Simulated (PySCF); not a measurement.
Bonds (- single, = double, # triple, : aromatic): O1=C2 1.201 Å, C2-O3 1.325 Å, O3-Si4 1.730 Å, Si4-N5 1.720 Å, N5-Si6 1.748 Å. C2 carries H7; Si4 carries H8, H9; N5 carries H10; Si6 carries H11, H12, H13.

Geometry: PBE0-D3(BJ)/def2-SVP; GIAO shifts from PySCF, gas phase, non-relativistic, averaged over equivalent atoms.

At KT2/pcSseg-1 (151 basis functions, 21 s wall time on 1 thread of an Arm Neoverse V1, shared host):
```tsv
atoms	δ (ppm)
O1	447.4
O3	247.6
C2	154.4
Si4	-21.0
Si6	-47.0
N5	23.1
H7	7.71
H8/H9	5.36
H11/H12/H13	4.87
H10	0.37
```

Shifts are taken against calculated references (same method and geometry level): 17O (σ = 330.66 ppm) against H2O; 13C (σ = 183.22 ppm) and 29Si (σ = 361.05 ppm) and 1H (σ = 31.18 ppm) against TMS; NH3 for 15N (σ = 264.30 ppm).

Problem. What do these become at mPW1PW91/pcSseg-1?

Solution. 
| atoms | δ at mPW1PW91/pcSseg-1 | change |
| --- | --- | --- |
| O1 | 474.1 | +26.7 |
| O3 | 241.2 | -6.4 |
| C2 | 166.1 | +11.7 |
| Si4 | -22.7 | -1.7 |
| Si6 | -47.7 | -0.7 |
| N5 | 19.3 | -3.8 |
| H7 | 7.75 | +0.04 |
| H8/H9 | 5.11 | -0.25 |
| H11/H12/H13 | 4.70 | -0.17 |
| H10 | 0.37 | +0.00 |

Chemical shifts δ = σref − σ; 17O (333.30 ppm) against H2O; TMS for 13C (183.54 ppm) and 29Si (350.83 ppm) and 1H (31.32 ppm); 15N (264.17 ppm) vs NH3, all at this level.

The largest change is at O1 (carbonyl oxygen). Cost: 151 basis functions, 13 s wall time on 1 thread of an Arm Neoverse V1, shared host.

Unscaled 17O shifts of doubly bonded oxygen tend to come out too high, by tens of ppm or more. Experimental scales use liquid or dissolved standards, which lie at an offset from isolated NH3 (liquid NH3: subtract about 20 ppm) and H2O (liquid H2O: subtract about 36 ppm).
